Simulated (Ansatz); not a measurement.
Z-matrix (Å, degrees):
```
Si
N 1 1.700
Cl 1 2.071 2 113.9
H 1 1.480 2 109.8 3 118.4
H 1 1.479 2 108.8 3 -117.5
Ge 2 1.848 1 126.1 3 77.6
H 2 1.010 1 116.5 3 -82.3
H 6 1.537 2 108.4 1 140.5
H 6 1.533 2 105.9 1 21.0
H 6 1.539 2 110.9 1 -99.2
```

The species carries charge 0 and has multiplicity 1.

(1) List the PBE/def2-TZVPP orbital energies in eV (Ansatz). (Best estimate.)

Answers

(1) Computed: Occupied: -10804.85, -2738.58, -1780.51, -1338.19, -1191.62, -1191.60, -1191.60, -380.45, -249.17, -189.85, -189.70, -189.70, -162.81, -138.13, -114.28, -114.23, -114.22, -94.91, -94.85, -94.83, -30.15, -30.08, -30.06, -30.01, -30.00, -21.14, -20.09, -14.17, -13.34, -11.09, -9.66, -9.45, -8.87, -8.68, -8.49, -7.65, -7.29, -6.46. Lowest empty: -0.86, -0.04, 0.08, 0.60, 0.67, 0.80, 1.15, 1.41.
